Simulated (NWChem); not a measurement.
System: SiH3F; SMILES F[SiH3]

The following NWChem deck was run.

```
start job
memory heap 200 mb stack 900 mb global 1100 mb
geometry units angstroms noautoz
  Si     0.000000     0.000000    -0.459032
  F      0.000000     0.000000     1.165506
  H      0.998053     0.998053    -0.932912
  H      0.365313    -1.363365    -0.932912
  H     -1.363365     0.365313    -0.932912
end
basis spherical
  Si library cc-pvtz
  F library cc-pvtz
  H library cc-pvtz
end
dft
  xc hfexch
  iterations 150
  mulliken
end
task dft energy
```

Structure relaxed at the PBE0/def2-SVP level.

**Question.** What results follow from this input? (Hartree-Fock/cc-pVTZ.) Quantities: basis functions; energy (Ha); highest occupied level (eV); orbital gap (eV); dipole (D).

**Answer.** 
```yaml
number_of_basis_functions: 106
energy (Ha): -390.22
highest occupied level (eV): -13.36
orbital gap (eV): 16.58
dipole (D): 1.52
```
